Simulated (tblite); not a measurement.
Species: C₉H₈N₂Si.
Numbering: `[N:1]#[C:2][c:3]1[cH:4][c:5]([SiH3:6])[n:7]2[cH:8][cH:9][cH:10][cH:11][c:12]12` (hydrogens: H13 on C4; H14, H15, H16 on Si6; H17 on C8; H18 on C9; H19 on C10; H20 on C11)

All values are computed: GFN2-xTB (tblite) harmonic vibrations without scaling, gas phase. Against measured fundamentals such values can be off by several per cent, at times by over 20. Modes of hydrogen on silicon can be 10 to 20 % off.

Harmonic wavenumbers (cm⁻¹): 89.9, 101.7, 105.8, 117.8, 152.8, 198.0, 263.0, 379.9, 389.4, 408.6, 476.7, 500.8, 507.3, 515.2, 566.9, 571.1, 591.7, 611.4, 685.9, 729.2, 764.3, 775.8, 776.6, 793.3, 802.8, 837.6, 858.1, 892.1, 912.9, 951.6, 1057.2, 1082.9, 1123.8, 1149.0, 1164.7, 1229.7, 1285.6, 1333.8, 1365.9, 1418.3, 1436.8, 1454.0, 1502.2, 1538.6, 1616.1, 2222.2, 2232.4, 2314.4, 2363.5, 3098.9, 3102.7, 3111.6, 3119.7, 3162.8.

A = 1064, B = 783.4, C = 453.5 MHz; mass 172.046 u (most abundant isotopes); point group Cs, symmetry number 1.

Q: Zero-point energy?

A: ½Σν̃ = 30408 cm⁻¹ = 86.94 kcal/mol.

Q: Entropy at 298.15 K, 1 bar (ideal gas, RRHO, classical rotation)?

A: Translation 41.36, rotation 31.12, vibration 30.44: S = 102.9 cal/(mol K).

Q: And Cp and H(298.15 K) − H(0)?

A: Cp = 44.96 cal/(mol K), of which vibrations give 37.01 (their classical limit is 54 R = 107.3); H(298.15 K) − H(0) = 7.53 kcal/mol without the zero-point energy, 5.16 from vibrations.

Q: Which modes carry the vibrational entropy at 298.15 K?

A: 89.9 cm⁻¹: 3.66; 101.7 cm⁻¹: 3.42; 105.8 cm⁻¹: 3.34; 117.8 cm⁻¹: 3.14; 152.8 cm⁻¹: 2.64; 198.0 cm⁻¹: 2.15 cal/(mol K); the other 48 give 12.08 together.

Q: How do the functions run with temperature in this model?

A: 
```tsv
T (K)	S (cal/(mol K))	Cp (cal/(mol K))	H − H(0) (kcal/mol)	G − H(0) (kcal/mol)	ln q(vib)
150	79.7	24.8	2.35	-9.60	2.50
250	95.6	38.5	5.52	-18.38	5.22
400	117.9	56.9	12.74	-34.41	9.64
600	144.4	73.8	25.93	-60.70	15.63
900	177.4	88.7	50.52	-109.15	24.13
```

q(vib) and H(0) count from the zero-point level.

Q: Blend soft modes into free rotors: weight 1/[1 + (100 cm⁻¹/ν̃)⁴] for the oscillator and the rest for a rotor with moment μB/(μ + B), μ = h/(8π²ν), B = 10⁻⁴⁴ kg m². What vibrational entropy results?

A: 29.33 cal/(mol K) in place of 30.44, which changes −T·S at 298.15 K by +0.33 kcal/mol.

Q: What must be added to the electronic energy to get the Gibbs energy at 298.15 K and 1 bar?

A: ZPE + [H(298.15 K) − H(0)] − T·S = 86.94 + 7.53 − 30.69 = 63.78 kcal/mol.

Hindered rotation and anharmonicity are outside this model.
